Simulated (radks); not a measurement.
Ionisation of the lanthanum ion La7+, [Kr] 4d10 5s2 5p2, to [Kr] 4d10 5s2 5p1 as the strength of local exchange is varied. All-electron calculation, scalar-relativistic Kohn-Sham, Slater X-alpha exchange (alpha = 2/3 is LDA exchange), no correlation, spin-polarised, spherical densities, point nucleus; open shells are filled with parallel spins first (spin-orbit coupling, left out, can overturn this in heavy ions). Program: a radial shooting solver on a logarithmic mesh with Libxc functionals.

alpha  E(La7+) (hartree)  exchange (hartree)  IE (eV)  -e of the level emptied (eV)  <r> of it (bohr)
0.55          -8437.0428           -155.1042   100.86                   94.062 (5p)             1.607
0.635         -8461.1167           -179.5266   102.82                   96.041 (5p)             1.593
0.665         -8469.6279           -188.1751   103.52                   96.744 (5p)             1.588
0.666         -8469.9117           -188.4636   103.54                   96.768 (5p)             1.588
0.667         -8470.1956           -188.7522   103.56                   96.791 (5p)             1.587

NIST Atomic Spectra Database: 105 +/- 2.1 eV (theoretical). The central value is not met in this range of alpha. Open shells are spherical and high-spin; term and fine-structure splittings are not resolved. Spin-orbit splitting is averaged out at the scalar-relativistic level.
